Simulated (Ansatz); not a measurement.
Reactions of CH5AsO, SMILES `OC[AsH2]`.

Calculated with Ansatz (gas phase, PBE0-D4/def2-TZVP geometries, no zero-point term in ΔE). CCSD(T)/CBS is the MP2 limit (def2-TZVPP, def2-QZVPP) plus CCSD(T) − MP2 in def2-TZVPP, frozen cores. This one scheme is used for every species. Functionals use def2-TZVPP. For As outer-core shells are correlated without core-valence functions, which leaves a few kJ/mol of doubt a bond. Scalar relativity is left out up to krypton. Each species was taken in one conformer, which may not be the lowest.

```json
{"reaction": "`OC[AsH2]` + `C=CC[SiH3]` → `[SiH3][AsH2]` + `C=CCCO`", "PBE0-D4 (kJ/mol)": "-47", "CCSD/CBS(def2) (kJ/mol)": "-45", "ωB97X-V (kJ/mol)": "-45", "r2SCAN-D4 (kJ/mol)": "-44"}
{"reaction": "`OC[AsH2]` + `N[SiH3]` → `OCN[SiH3]` + `[AsH3]`", "PBE0-D4 (kJ/mol)": "-1", "CCSD/CBS(def2) (kJ/mol)": "2", "ωB97X-V (kJ/mol)": "-3", "r2SCAN-D4 (kJ/mol)": "1"}
{"reaction": "`OC[AsH2]` + `C[SiH3]` → `C[SiH2]C[AsH2]` + H₂O", "PBE0-D4 (kJ/mol)": "-102", "CCSD/CBS(def2) (kJ/mol)": "-108", "ωB97X-V (kJ/mol)": "-96", "r2SCAN-D4 (kJ/mol)": "-99"}
{"reaction": "`OC[AsH2]` + `B[AsH2]` → `B[AsH]CO` + `[AsH3]`", "PBE0-D4 (kJ/mol)": "-3", "CCSD/CBS(def2) (kJ/mol)": "-3", "ωB97X-V (kJ/mol)": "-4", "r2SCAN-D4 (kJ/mol)": "-2"}
{"reaction": "`OC[AsH2]` + `O[SiH3]` → `[SiH3]O[AsH2]` + CH₃OH", "PBE0-D4 (kJ/mol)": "-5", "CCSD/CBS(def2) (kJ/mol)": "-9", "ωB97X-V (kJ/mol)": "-13", "r2SCAN-D4 (kJ/mol)": "-7"}
{"reaction": "`OC[AsH2]` + `CC(C)C` → `[AsH3]` + `CC(C)CCO`", "PBE0-D4 (kJ/mol)": "-7", "CCSD/CBS(def2) (kJ/mol)": "-8", "ωB97X-V (kJ/mol)": "-10", "r2SCAN-D4 (kJ/mol)": "-5"}
```

(1) Give the CCSD(T)/CBS values in the same order. (Estimate.)

Largest T1 diagnostic: 0.014, for `B[AsH2]`.

Results:

(1) Computed: -45, 3, -110, -3, -8, -8 kJ/mol.
